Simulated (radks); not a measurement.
Spherical quantum dot in the effective-mass picture: electrons in a well V = -V0 / (1 + exp((r - R)/a)) with V0 = 22.3, R = 1.92, a = 0.16, all in effective atomic units (hartree* = m*/eps^2 hartree, bohr* = eps/m* bohr), one dielectric constant everywhere. Method: non-relativistic Kohn-Sham, PBEsol, spin-polarised, spherical densities; computed with a radial shooting solver with Libxc functionals. Levels are named by radial order and angular momentum (1s, 1p, 1d, 2s, ...), and open shells are averaged over m.

N = 10, configuration 1s2 1p6 1d(up 2, down 0). This is the lowest configuration that the search found. Occupied and some empty levels:

| level | occupation | eigenvalue (hartree*) | <r> (bohr*) |
|---|---|---|---|
| 1s up | 1 | -13.586 | 1.066 |
| 1s down | 1 | -13.515 | 1.059 |
| 1p up | 3 | -12.457 | 1.207 |
| 1p down | 3 | -12.370 | 1.204 |
| 1d up | 2 | -10.892 | 1.307 |
| 1d down | 0 | -10.797 | 1.306 |
| 2s up | 0 | -9.6200 | 0.9964 |
| 2s down | 0 | -9.5733 | 0.9989 |
| 1f up | 0 | -8.9723 | 1.387 |
| 1f down | 0 | -8.8739 | 1.387 |
| 2p up | 0 | -7.2948 | 1.143 |
| 2p down | 0 | -7.2393 | 1.143 |

Energy (hartree*): total -159.001, kinetic 22.917, external -212.95, Hartree 37.655, exchange-correlation -6.6230.

Electron density:

| r (bohr*) | n(r) (e/bohr*^3) |
|---|---|
| 0.112 | 0.2537 |
| 0.237 | 0.2944 |
| 0.361 | 0.3619 |
| 0.486 | 0.4507 |
| 0.611 | 0.5509 |
| 0.735 | 0.6480 |
| 0.860 | 0.7230 |
| 0.985 | 0.7554 |
| 1.11 | 0.7287 |
| 1.23 | 0.6371 |
| 1.36 | 0.4933 |
| 1.48 | 0.3288 |
| 1.61 | 0.1839 |
| 1.73 | 0.08342 |
| 1.86 | 0.03059 |
| 1.98 | 0.009328 |
| 2.11 | 0.002428 |
| 2.23 | 0.0005775 |
| 2.36 | 0.0001330 |
| 2.48 | 0.00002971 |
